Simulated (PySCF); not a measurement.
barium atom (Ba), singlet (core potentials on Ba); PySCF with TPSS/def2-SV(P).

PySCF was given this input:
```python
from pyscf import gto, scf, dft

mol = gto.Mole()
mol.atom = '''
    Ba    0.000000    0.000000    0.000000
'''
mol.basis = 'def2-sv(p)'
mol.ecp = {'Ba': 'def2-sv(p)'}
mol.charge = 0
mol.spin = 0
mol.verbose = 4
mol.build()

mf = dft.RKS(mol)
mf.xc = 'tpss'
mf.level_shift = 0.5
mf.max_cycle = 100
mf.kernel()
```

Problem. Write the output that PySCF gives for this input, abridged.

Solution. 
```
PySCF version 2.14.0

[INPUT] verbose = 4
[INPUT] num. atoms = 1
[INPUT] num. electrons = 10
[INPUT] charge = 0
[INPUT] spin (= nelec alpha-beta = 2S) = 0
[INPUT] symmetry False subgroup None
[INPUT] Mole.unit = angstrom
[INPUT] Symbol           X                Y                Z      unit          X                Y                Z       unit  Magmom
[...]
nuclear repulsion = 0
number of shells = 10
number of NR pGTOs = 77
number of NR cGTOs = 30
basis = def2-sv(p)
ecp = {'Ba': 'def2-sv(p)'}

******** <class 'pyscf.dft.rks.RKS'> ********
method = RKS
initial guess = minao
damping factor = 0
level_shift factor = 0.5
DIIS = <class 'pyscf.scf.diis.CDIIS'>
diis_start_cycle = 1
diis_space = 8
diis_damp = 0
SCF conv_tol = 1e-09
SCF conv_tol_grad = None
SCF max_cycles = 100
direct_scf = True
direct_scf_tol = 1e-13
XC library pyscf.dft.libxc version 7.1.2
    S. Lehtola, C. Steigemann, M. J. T. Oliveira, and M. A. L. Marques,  SoftwareX 7, 1–5 (2018)
XC functionals = tpss
    J. Tao, J. P. Perdew, V. N. Staroverov, and G. E. Scuseria,  Phys. Rev. Lett. 91, 146401 (2003)
    J. P. Perdew, J. Tao, V. N. Staroverov, and G. E. Scuseria,  J. Chem. Phys. 120, 6898 (2004)
    J. Tao, J. P. Perdew, V. N. Staroverov, and G. E. Scuseria,  Phys. Rev. Lett. 91, 146401 (2003)
    J. P. Perdew, J. Tao, V. N. Staroverov, and G. E. Scuseria,  J. Chem. Phys. 120, 6898 (2004)
radial grids:
    Treutler-Ahlrichs [JCP 102, 346 (1995); DOI:10.1063/1.469408] (M4) radial grids

becke partition: Becke, JCP 88, 2547 (1988); DOI:10.1063/1.454033
pruning grids: <function nwchem_prune>
grids dens level: 3
symmetrized grids: False
atomic radii adjust function: <function treutler_atomic_radii_adjust>
small_rho_cutoff = 0
Set gradient conv threshold to 3.16228e-05
Initial guess from minao.
tot grids = 23928
init E= -15.5099030493157
[...]
cycle= 1 E= -25.4295960859324  delta_E= -9.92  |g|= 0.244  |ddm|= 1.34
[...]
cycle= 2 E= -25.4323816589569  delta_E= -0.00279  |g|= 0.0172  |ddm|= 0.142
[...]
cycle= 3 E= -25.4325544447442  delta_E= -0.000173  |g|= 0.00785  |ddm|= 0.082
[...]
cycle= 4 E= -25.4326289792725  delta_E= -7.45e-05  |g|= 0.00569  |ddm|= 0.0674
[...]
cycle= 5 E= -25.4326722992389  delta_E= -4.33e-05  |g|= 0.00432  |ddm|= 0.0524
[...]
cycle= 6 E= -25.4326977804219  delta_E= -2.55e-05  |g|= 0.0034  |ddm|= 0.0412
[...]
cycle= 7 E= -25.432712886364  delta_E= -1.51e-05  |g|= 0.00276  |ddm|= 0.0318
[...]
cycle= 8 E= -25.4327221907416  delta_E= -9.3e-06  |g|= 0.00219  |ddm|= 0.025
[...]
cycle= 9 E= -25.4327279063352  delta_E= -5.72e-06  |g|= 0.00173  |ddm|= 0.0196
[...]
cycle= 10 E= -25.432731407538  delta_E= -3.5e-06  |g|= 0.00135  |ddm|= 0.0154
[...]
cycle= 11 E= -25.4327335487207  delta_E= -2.14e-06  |g|= 0.00106  |ddm|= 0.012
[...]
cycle= 12 E= -25.4327348570139  delta_E= -1.31e-06  |g|= 0.000829  |ddm|= 0.00943
[...]
cycle= 13 E= -25.4327356560531  delta_E= -7.99e-07  |g|= 0.000648  |ddm|= 0.00738
[...]
cycle= 14 E= -25.4327361439508  delta_E= -4.88e-07  |g|= 0.000506  |ddm|= 0.00577
[...]
cycle= 15 E= -25.4327364418315  delta_E= -2.98e-07  |g|= 0.000396  |ddm|= 0.00452
[...]
cycle= 16 E= -25.4327366236869  delta_E= -1.82e-07  |g|= 0.000309  |ddm|= 0.00353
[...]
cycle= 17 E= -25.4327367347065  delta_E= -1.11e-07  |g|= 0.000242  |ddm|= 0.00276
[...]
cycle= 18 E= -25.4327368024818  delta_E= -6.78e-08  |g|= 0.000189  |ddm|= 0.00216
[...]
cycle= 19 E= -25.4327368438574  delta_E= -4.14e-08  |g|= 0.000147  |ddm|= 0.00169
[...]
cycle= 20 E= -25.4327368691164  delta_E= -2.53e-08  |g|= 0.000115  |ddm|= 0.00132
[...]
cycle= 21 E= -25.4327368845365  delta_E= -1.54e-08  |g|= 9e-05  |ddm|= 0.00103
[...]
cycle= 22 E= -25.4327368939502  delta_E= -9.41e-09  |g|= 7.03e-05  |ddm|= 0.000805
[...]
cycle= 23 E= -25.4327368996972  delta_E= -5.75e-09  |g|= 5.5e-05  |ddm|= 0.000629
[...]
cycle= 24 E= -25.4327369032057  delta_E= -3.51e-09  |g|= 4.29e-05  |ddm|= 0.000491
[...]
cycle= 25 E= -25.4327369053476  delta_E= -2.14e-09  |g|= 3.35e-05  |ddm|= 0.000384
[...]
cycle= 26 E= -25.4327369066552  delta_E= -1.31e-09  |g|= 2.62e-05  |ddm|= 0.0003
[...]
cycle= 27 E= -25.4327369074535  delta_E= -7.98e-10  |g|= 2.05e-05  |ddm|= 0.000234
[...]
Extra cycle  E= -25.4327369086753  delta_E= -1.22e-09  |g|= 9.1e-06  |ddm|= 0.000866
converged SCF energy = -25.4327369086753
```
